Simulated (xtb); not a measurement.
Cl$_{4}$MoO, triplet, geometry from GFN2-xTB (such geometries of metal compounds can be far from the true shape) (the multiplicity is a formal guess). Base run: GFN2-xTB (xtb 6.7.1).

The xtb input:
```
$ xtb mol.xyz --gfn 2 --uhf 2 --json

# file mol.xyz
6

Mo     0.48749864    -0.17709820     0.15070901
O      1.38127443    -0.74911435     1.38941818
Cl    -1.65814993    -0.20351762    -1.22695926
Cl     0.06111374     2.01757753     0.56074168
Cl     1.49379273    -0.55592510    -1.72486824
Cl    -1.75117642    -0.46807367     1.36490205
```

Variants of this job, named by their change:

```
change               ΔE vs base (kJ/mol)  dipole (D)  G_solv (kcal/mol)  SCF cycles
-------------------  -------------------  ----------  -----------------  ----------
base                                0.00        2.62                  -          20
gbsa = acetonitrile                -29.1        2.88              -7.34          20
alpb = water                      -11.16        2.89              -3.23          20
acc = 30                            0.00        2.62                  -          13
etemp = 5000                       -75.4        2.37                  -          22
acc = 1000                          0.20        2.65                  -           8
acc = 0.1                           0.00        2.62                  -          24
```

ALPB and GBSA are two models with their own fitted parameters for each solvent, which aren't always the measured dielectric constant.
